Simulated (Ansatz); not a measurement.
Input file for Ansatz (a program for electronic structure): R-PBE/def2-TZVPP on SiH4 (SMILES [SiH4]).

Ansatz 0.2 input:
```yaml
crystal:
  periodic: [false, false, false]
  atoms:
    - {symbol: Si, position_ang: [-0.00000000, -0.00000000, 0.00000000]}
    - {symbol: H, position_ang: [0.86054855, 0.86054855, 0.86054855]}
    - {symbol: H, position_ang: [-0.86054855, -0.86054855, 0.86054855]}
    - {symbol: H, position_ang: [-0.86054855, 0.86054855, -0.86054855]}
    - {symbol: H, position_ang: [0.86054855, -0.86054855, -0.86054855]}
basis:
  gaussian:
    orbitals: def2-TZVPP
hamiltonian:
  xc: {name: PBE}
scf: {lower_state_search: off}
```

Q: What total energy does the run end on?

A: -291.7218 hartree.
